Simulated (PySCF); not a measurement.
How methods differ on the excitation energy of Ru

Ru [Kr] 4d7 5s1 (5F) → Ru [Kr] 4d6 5s1 5p1 (high-spin determinant), as a difference of total energies. All numbers are calculated (PySCF 2.14, scalar relativity through the core potential, in aug-cc-pVDZ-PP with ECP28MDF). Correlated levels: valence: 4s2 4p6 frozen. The calculations carry no spin-orbit coupling.

```csv
method,excitation energy (cm⁻¹)
UHF,13085
LDA,28930
PBE,28491
PBE0,26279
r2SCAN,24896
B97-3,29316
BP86,29206
PW91,28716
BHandHLYP,26462
MP2 (valence),22771
SCS-MP2 (valence),24646
```

The determinant of the upper state mixes LS terms, which raises its energy above the lowest term, most at the Hartree-Fock and MP2 levels.
